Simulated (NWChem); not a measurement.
All runs are NWChem calculations. System: 1,1,1,2-tetrafluoroethane (C2H2F4), charge 0, spin multiplicity 1, at a geometry optimised with PBE0/def2-SVP. Level: PBE0/def2-TZVP.

NWChem printed:

```
             Northwest Computational Chemistry Package (NWChem) 7.3.0
             --------------------------------------------------------

                                NWChem Input Module
                                -------------------

 Scaling coordinates for geometry "geometry" by  1.889725989
 (inverse scale =  0.529177249)

 Turning off AUTOSYM since
 SYMMETRY directive was detected!

                             Geometry "geometry" -> ""
                             -------------------------

 Output coordinates in angstroms (scale by  1.889725989 to convert to a.u.)

  No.       Tag          Charge          X              Y              Z
 ---- ---------------- ---------- -------------- -------------- --------------
    1 F                    9.0000     1.06106500    -1.62890400     0.00000000
    2 C                    6.0000    -0.21046000    -1.15483700     0.00000000
    3 C                    6.0000    -0.19719500     0.35861900     0.00000000
    4 F                    9.0000     0.41643300     0.84377400     1.07593100
    5 F                    9.0000     0.41643300     0.84377400    -1.07593100
    6 F                    9.0000    -1.45618700     0.80486000     0.00000000
    7 H                    1.0000    -0.74688200    -1.49710900     0.89939000
    8 H                    1.0000    -0.74688200    -1.49710900    -0.89939000

 Effective nuclear repulsion energy (a.u.)     273.4794651002

            Nuclear Dipole moment (a.u.)
            ----------------------------
        X                 Y               Z
 ---------------- ---------------- ----------------
     0.0000037795     0.0000188973     0.0000000000

      Symmetry information
      --------------------

 Group name             Cs
 Group number              2
 Group order               2
 No. of unique centers     6

      Symmetry unique atoms

     1    2    3    4    6    7


 Summary of "ao basis" -> "" (spherical)
 ------------------------------------------------------------------------------
       Tag                 Description            Shells   Functions and Types
 ---------------- ------------------------------  ------  ---------------------
 *                         def2-tzvp                  on all atoms

                                 NWChem DFT Module
                                 -----------------

 Summary of "ao basis" -> "ao basis" (spherical)
 ------------------------------------------------------------------------------
       Tag                 Description            Shells   Functions and Types
 ---------------- ------------------------------  ------  ---------------------
 F                         def2-tzvp                11       31   5s3p2d1f
 C                         def2-tzvp                11       31   5s3p2d1f
 H                         def2-tzvp                 4        6   3s1p

 Summary of "ao basis" -> "ao basis" (spherical)
 ------------------------------------------------------------------------------
       Tag                 Description            Shells   Functions and Types
 ---------------- ------------------------------  ------  ---------------------
 F                         def2-tzvp                11       31   5s3p2d1f
 C                         def2-tzvp                11       31   5s3p2d1f
 H                         def2-tzvp                 4        6   3s1p

      Symmetry analysis of basis
      --------------------------

        a'        121
        a"         77

            General Information
            -------------------
          SCF calculation type: DFT
          Wavefunction type:  closed shell.
          No. of atoms     :     8
          No. of electrons :    50
           Alpha electrons :    25
            Beta electrons :    25
          Charge           :     0
          Spin multiplicity:     1
          Use of symmetry is: on ; symmetry adaption is: on
          Maximum number of iterations: 100
          AO basis - number of functions:   198
                     number of shells:    74
          Convergence on energy requested:  1.00D-06
          Convergence on density requested:  1.00D-05
          Convergence on gradient requested:  5.00D-04

              XC Information
[...]
               write      read    awrite     aread      wait
               -----      ----    ------     -----      ----
     calls:        1         0         0         0         0
   data(b): 5.24e+05  0.00e+00  0.00e+00  0.00e+00
   time(s): 0.00e+00  0.00e+00  0.00e+00  0.00e+00  0.00e+00
rate(mb/s): 0.00e+00  0.00e+00
------------------------------------------------------------

   convergence    iter        energy       DeltaE   RMS-Dens  Diis-err    time
 ---------------- ----- ----------------- --------- --------- ---------  ------
 d= 0,ls=0.0,diis     1   -476.3300147127 -7.50D+02  1.48D-02  2.28D+00     5.4
 d= 0,ls=0.0,diis     2   -476.2010806965  1.29D-01  3.36D-03  4.24D+00     6.8
 d= 0,ls=0.0,diis     3   -476.5300626918 -3.29D-01  5.69D-04  4.81D-02     8.1
 d= 0,ls=0.0,diis     4   -476.5323813977 -2.32D-03  2.40D-04  9.83D-03     9.3
 d= 0,ls=0.0,diis     5   -476.5330669914 -6.86D-04  4.74D-05  4.87D-04    10.6
  Resetting Diis
 d= 0,ls=0.0,diis     6   -476.5331020083 -3.50D-05  1.20D-05  2.63D-05    11.9
 d= 0,ls=0.0,diis     7   -476.5331039712 -1.96D-06  3.61D-06  6.61D-07    13.2
 d= 0,ls=0.0,diis     8   -476.5331039740 -2.77D-09  1.62D-06  7.48D-07    14.4

         Total DFT energy =     -476.533103973990
      One electron energy =    -1204.654695252881
           Coulomb energy =      507.694491501897
    Exchange-Corr. energy =      -53.052365323168
 Nuclear repulsion energy =      273.479465100161

 Numeric. integr. density =       49.999997904016

     Total iterative time =     13.6s

                  Occupations of the irreducible representations
                  ----------------------------------------------

                     irrep           alpha         beta
                     --------     --------     --------
                     a'               17.0         17.0
                     a"                8.0          8.0

                       DFT Final Molecular Orbital Analysis
                       ------------------------------------

 Vector   23  Occ=2.000000D+00  E=-4.431703D-01  Symmetry=a"
              MO Center= -1.6D-01,  8.2D-01,  2.2D-14, r^2= 2.0D+00
   Bfn.  Coefficient  Atom+Function         Bfn.  Coefficient  Atom+Function
  ----- ------------  ---------------      ----- ------------  ---------------
   163      0.295662  6 F  pz                99      0.268034  4 F  px
   130     -0.268034  5 F  px               166      0.246020  6 F  pz
   102      0.222797  4 F  px               133     -0.222797  5 F  px
   101     -0.162565  4 F  pz               132     -0.162565  5 F  pz
   169      0.158733  6 F  pz               105      0.142449  4 F  px

 Vector   24  Occ=2.000000D+00  E=-3.932379D-01  Symmetry=a"
              MO Center=  2.6D-01, -1.4D+00,  4.0D-15, r^2= 1.7D+00
   Bfn.  Coefficient  Atom+Function         Bfn.  Coefficient  Atom+Function
  ----- ------------  ---------------      ----- ------------  ---------------
     8      0.377429  1 F  pz                11      0.309331  1 F  pz
    39     -0.221238  2 C  pz                14      0.217124  1 F  pz
   188     -0.187014  7 H  s                194      0.187014  8 H  s
    42     -0.170365  2 C  pz               189     -0.114827  7 H  s
   195      0.114827  8 H  s                187     -0.113121  7 H  s

 Vector   25  Occ=2.000000D+00  E=-3.845966D-01  Symmetry=a'
              MO Center=  1.5D-01, -6.2D-01,  2.7D-16, r^2= 2.5D+00
   Bfn.  Coefficient  Atom+Function         Bfn.  Coefficient  Atom+Function
  ----- ------------  ---------------      ----- ------------  ---------------
     7      0.294151  1 F  py                10      0.241141  1 F  py
    38     -0.214640  2 C  py                69      0.205577  3 C  py
    41     -0.179150  2 C  py                13      0.173533  1 F  py
    66     -0.165125  3 C  s                100     -0.160000  4 F  py
   131     -0.160000  5 F  py               162     -0.156499  6 F  py

 Vector   26  Occ=0.000000D+00  E= 4.674792D-02  Symmetry=a'
              MO Center= -2.6D-01, -1.4D+00,  2.1D-16, r^2= 4.3D+00
   Bfn.  Coefficient  Atom+Function         Bfn.  Coefficient  Atom+Function
  ----- ------------  ---------------      ----- ------------  ---------------
    36      3.034073  2 C  s                 67     -1.581395  3 C  s
   189     -1.552691  7 H  s                195     -1.552691  8 H  s
    43     -1.121831  2 C  px                44      0.519914  2 C  py
     5      0.460874  1 F  s                 75      0.354228  3 C  py
    98      0.289074  4 F  s                129      0.289074  5 F  s

 Vector   27  Occ=0.000000D+00  E= 6.683830D-02  Symmetry=a'
              MO Center= -8.1D-01, -1.0D+00,  4.1D-16, r^2= 4.2D+00
   Bfn.  Coefficient  Atom+Function         Bfn.  Coefficient  Atom+Function
  ----- ------------  ---------------      ----- ------------  ---------------
    36      2.662660  2 C  s                189     -1.393133  7 H  s
   195     -1.393133  8 H  s                 67     -0.938843  3 C  s
     5     -0.735602  1 F  s                160      0.601418  6 F  s
    44     -0.442476  2 C  py                74      0.400847  3 C  px
    12      0.295046  1 F  px                35      0.240497  2 C  s

 Vector   28  Occ=0.000000D+00  E= 8.951339D-02  Symmetry=a"
              MO Center= -8.4D-01, -1.4D+00, -3.6D-14, r^2= 4.1D+00
   Bfn.  Coefficient  Atom+Function         Bfn.  Coefficient  Atom+Function
  ----- ------------  ---------------      ----- ------------  ---------------
   189      2.011030  7 H  s                195     -2.011030  8 H  s
    45     -1.259198  2 C  pz                39     -0.254082  2 C  pz
    73     -0.205225  3 C  pz                70     -0.168647  3 C  pz
    14      0.164626  1 F  pz               188     -0.142025  7 H  s
   194      0.142025  8 H  s                 42     -0.128381  2 C  pz

------------------------------------------------------------
EAF file 0: "./mol.aoints.0" size=524288 bytes
------------------------------------------------------------
               write      read    awrite     aread      wait
               -----      ----    ------     -----      ----
     calls:        1         7         0         0         0
   data(b): 5.24e+05  3.67e+06  0.00e+00  0.00e+00
   time(s): 0.00e+00  0.00e+00  0.00e+00  0.00e+00  0.00e+00
rate(mb/s): 0.00e+00  0.00e+00
------------------------------------------------------------

 center of mass
 --------------
 x =   0.03555184 y =   0.07100521 z =   0.00000000

 moments of inertia (a.u.)
 ------------------
         561.748231219591         133.922584447195           0.000000000000
         133.922584447195         414.127664187451           0.000000000000
           0.000000000000           0.000000000000         650.076233006358

     Multipole analysis of the density
     ---------------------------------

     L   x y z        total         alpha         beta         nuclear
     -   - - -        -----         -----         ----         -------
     0   0 0 0      0.000000    -25.000000    -25.000000     50.000000

     1   1 0 0     -0.566045     -0.283024     -0.283024      0.000004
     1   0 1 0     -0.515131     -0.257575     -0.257575      0.000019
     1   0 0 1      0.000000      0.000000      0.000000      0.000000

     2   2 0 0    -24.832938    -73.041165    -73.041165    121.249392
     2   1 1 0      2.169759     30.561406     30.561406    -58.953054
     2   1 0 1     -0.000000     -0.000000     -0.000000      0.000000
     2   0 2 0    -23.724141   -111.461804   -111.461804    199.199467
     2   0 1 1     -0.000000     -0.000000     -0.000000      0.000000
     2   0 0 2    -23.491056    -51.839831    -51.839831     80.188606

 Task  times  cpu:       14.4s     wall:       14.4s

 Total times  cpu:       14.5s     wall:       14.5s
```

Q: Write an NWChem input that would produce this output.

A: This is not unique; one that fits is 
```
start mol
memory heap 200 mb stack 900 mb global 1100 mb
geometry units angstroms nocenter noautoz
  F      1.061065    -1.628904     0.000000
  C     -0.210460    -1.154837     0.000000
  C     -0.197195     0.358619     0.000000
  F      0.416433     0.843774     1.075931
  F      0.416433     0.843774    -1.075931
  F     -1.456187     0.804860     0.000000
  H     -0.746882    -1.497109     0.899390
  H     -0.746882    -1.497109    -0.899390
  symmetry group Cs
end
basis spherical
  * library def2-tzvp
end
dft
  xc pbe0
  semidirect memsize 60000000 filesize 0
  iterations 100
end
task dft energy
```
